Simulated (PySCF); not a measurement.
2,5-dihydro-1H-silole (C4H8Si), SMILES C1=CC[SiH2]C1.

Geometry: PBE0-D3(BJ)/def2-SVP. Other conformers were not sampled.

Two levels are set side by side: PBE/def2-TZVP (PySCF) and PBE0/def2-TZVP (PySCF). Same geometry, gas phase. Differences are taken from unrounded values.

```
quantity                       PBE
---------------------------  -----
orbital gap (eV)              5.37
highest occupied level (eV)  -5.97
lowest empty level (eV)      -0.60
dipole moment (D)             0.46
mean polarisability (bohr³)   72.5
```

Question: These are the PBE values. What does PBE0 give? (Estimate from the structure and the level; the computed values follow.)

Answer: 
| quantity | PBE0 | PBE minus PBE0 |
|---|---|---|
| orbital gap (eV) | 7.52 | -2.16 |
| highest occupied level (eV) | -7.06 | 1.09 |
| lowest empty level (eV) | 0.46 | -1.06 |
| dipole moment (D) | 0.41 | 0.05 |
| mean polarisability (bohr³) | 70.5 | 2.1 |

PBE's occupied levels lie high since its potential decays too fast outside the molecule; exact exchange lowers them and widens the gap. Differences between two approximate levels are no errors against the true value.

Rough cost on one machine, each run with all the roots and properties that it gave: PBE0 against PBE within a factor of 2.
